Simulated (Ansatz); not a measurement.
Molecule: sum formula H₅BSiO₃, charge 0, multiplicity 1. 
Coordinates optimised at B3LYP-D3(BJ)/def2-TZVP (Ansatz, an electronic-structure program):
SMILES: B(O)(O)O[SiH3]
```xyz
10

O     -0.9525     0.5204     1.2832
B     -0.8436    -0.3860     0.2505
O     -1.7688    -1.3534    -0.0438
O      0.2609    -0.3214    -0.5386
Si     1.5870     0.6615    -0.5390
H     -1.7397     0.4585     1.8291
H     -2.5412    -1.3823     0.5251
H      1.1905     2.0735    -0.7389
H      2.4408     0.2216    -1.6614
H      2.3325     0.5333     0.7334
```

Wanted: atomisation energy (electronic, to ground-state atoms), in kJ/mol. Correlated levels leave the core frozen unless marked. UHF or UKS for open shells. No spin-orbit coupling. No relativistic terms. The coupled-cluster limit lacks core correlation, which all-electron functionals hold. CBS marks a two-point X^-3 extrapolation of the correlation energy; Hartree-Fock from the larger set.

```tsv
level	program	atomisation energy (kJ/mol)	minus last row
SVWN5/def2-TZVPD	Ansatz	4581.6	552.1
PBE-D3(BJ)/def2-TZVPD	Ansatz + dftd3	4046.4	16.9
PBE-D4/def2-TZVPD	Ansatz + dftd4	4047.3	17.8
BLYP-D3(BJ)/def2-TZVPD	Ansatz + dftd3	3995.4	-34.1
PBE0/6-31G*	Ansatz	3898.0	-131.5
PBE0-D4/def2-TZVP	Ansatz + dftd4	3965.8	-63.7
CAM-B3LYP/def2-TZVPD	Ansatz	4020.5	-9.0
B2GP-PLYP-D3(BJ)/def2-TZVPD	Ansatz + dftd3	3970.7	-58.8
B2PLYP-D4/def2-TZVPD	Ansatz + dftd4	3976.6	-52.9
MP2/cc-pV(T+d)Z	Ansatz	4017.0	-12.5
MP2/cc-pV(Q+d)Z	Ansatz	4089.0	59.5
RI-MP2/CBS(aug-cc-pV(T+d)Z,aug-cc-pV(Q+d)Z)	Ansatz	4135.6	106.1
SCS-MP2/STO-3G	Ansatz	3664.7	-364.8
SCS-MP2/aug-cc-pV(T+d)Z	Ansatz	4009.2	-20.3
CCSD(T)/CBS(aug-cc-pV(T+d)Z,aug-cc-pV(Q+d)Z)	Ansatz	4029.5	0.0
```
